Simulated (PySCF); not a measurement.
## Radial density of Mg (magnesium, neutral)

UHF, [Ne] 3s2, closed-shell 1S. All numbers are calculated (PySCF 2.14, scalar relativity by spin-free X2C-1e, in x2c-SVPall).

```
r (bohr)  4πr²ρ (e/bohr)
 0.00222         0.06441
 0.00373          0.1794
 0.00627          0.4871
  0.0105           1.246
  0.0177           2.894
  0.0298           6.094
  0.0502           10.53
  0.0844           13.42
   0.142           10.65
   0.239           7.309
   0.402           10.26
   0.676           9.453
    1.14           2.922
    1.91          0.7032
    3.22          0.6006
    5.41          0.1399
    9.10        0.003220
```

Densities and radii are taken from the X2C orbitals without a picture-change correction, which distorts them close to the nucleus.
